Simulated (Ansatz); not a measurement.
Geometry optimisation, Ansatz, RHF/def2-SVP.

input.yaml

```yaml
crystal:
  periodic: [false, false, false]
  atoms:
    - { symbol: "N", position_ang: [0.4743, 1.2276, -0.6595] }
    - { symbol: B, position_ang: [0.0901, 0.015, 0.1246] }
    - { symbol: "N", position_ang: [0.5877, -1.3313, -0.3548] }
    - { symbol: S, position_ang: [-0.8959, 0.1463, 1.6772] }
    - { symbol: H, position_ang: [1.14034, 0.90186, -1.45506] }
    - { symbol: H, position_ang: [1.15538, 1.83395, -0.02817] }
    - { symbol: H, position_ang: [0.3408, -2.0516, 0.354] }
    - { symbol: H, position_ang: [1.7013, -1.2703, -0.2966] }
    - { symbol: H, position_ang: [-2.1508, -0.0283, 0.9855] }
basis:
  gaussian: { orbitals: def2-SVP }
hamiltonian:
  xc: hf
relax:
  f_tol: 0.015
  max_steps: 40
```

Run as:

```bash
$ ansatz run input.yaml --threads 1 --pin off --max-ram 2048MiB --backend cpu --events-out ev --progress --plain --runs-dir out
```

Problem. Where does it end, and by what steps?

Solution. It converged. After 12 steps the energy has fallen by 1.975 eV; H9 moved furthest, 1.22 Å.

```csv
step,energy less start (eV),largest force component (eV/Å),accepted
0,0.0000,4.397,yes
1,-1.0313,2.312,yes
2,-1.5156,1.095,yes
3,-1.7191,1.205,yes
4,-1.8550,0.312,yes
5,-1.9130,0.221,yes
6,-1.9522,0.142,yes
7,-1.9682,0.298,yes
8,-1.9716,0.115,yes
9,-1.9746,0.018,yes
10,-1.9746,0.141,yes
11,-1.9750,0.036,yes
12,-1.9753,0.007,yes
```

```xyz
9
Properties=species:S:1:pos:R:3
N 0.576 1.015 -0.493
B 0.187 -0.184 0.146
N 0.855 -1.408 -0.075
S -1.243 -0.221 1.336
H 1.336 1.058 -1.139
H 0.138 1.895 -0.333
H 0.580 -2.265 0.354
H 1.645 -1.497 -0.678
H -1.631 1.051 1.229
```

Whether the end is a true minimum wasn't checked by a vibrational analysis.

Time of the run: 33 s on 1 thread of Intel(R) Xeon(R) Processor @ 2.70GHz, on a shared host, peak memory 0.16 GiB.
